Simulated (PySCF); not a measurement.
Si(H)2(NMe2)(nPr), SMILES CN(C)[SiH2]CCC, singlet (GFN2-xTB optimised geometry):

```
22

Si     0.468    -1.396     0.000
C     -0.208    -2.218     1.573
C      0.267    -1.558     2.864
C     -0.293    -2.252     4.100
N      0.033     0.269     0.000
C     -1.278     0.736     0.381
C      0.689     1.188    -0.896
H      1.935    -1.396     0.000
H     -0.011    -2.177    -1.160
H      0.111    -3.261     1.572
H     -1.299    -2.241     1.562
H      1.358    -1.585     2.899
H     -0.034    -0.509     2.871
H      0.012    -3.296     4.122
H     -1.381    -2.216     4.099
H      0.064    -1.771     5.009
H     -1.740     0.033     1.067
H     -1.935     0.856    -0.490
H     -1.195     1.708     0.876
H      1.693     0.835    -1.111
H      0.147     1.290    -1.844
H      0.752     2.177    -0.433
```

Calculation: PBE0/def2-SVP run with PySCF.

### Question
What are the frontier orbital energies and the dipole moment?

### Answer
HOMO-2 -9.09 eV, HOMO-1 -8.20 eV, HOMO -6.13 eV, LUMO 1.52 eV, LUMO+1 1.62 eV; dipole moment 0.78 D.

On the same geometry PBE/def2-SVP in PySCF gives HOMO-2 -7.69 eV, HOMO-1 -6.89 eV, HOMO -4.78 eV, LUMO 0.64 eV, LUMO+1 0.76 eV; dipole moment 0.79 D.

Meta-Löwdin charges at PBE0/def2-SVP: Si1 0.73, C2 -0.41, C3 -0.16, C4 -0.29, N5 -0.43, C6 -0.19, C7 -0.19, H8 -0.12, H9 -0.15, H10 0.10, H11 0.10, H12 0.09, H13 0.09, H14 0.09, H15 0.09, H16 0.10, H17 0.10, H18 0.08, H19 0.09, H20 0.10, H21 0.08, H22 0.09.
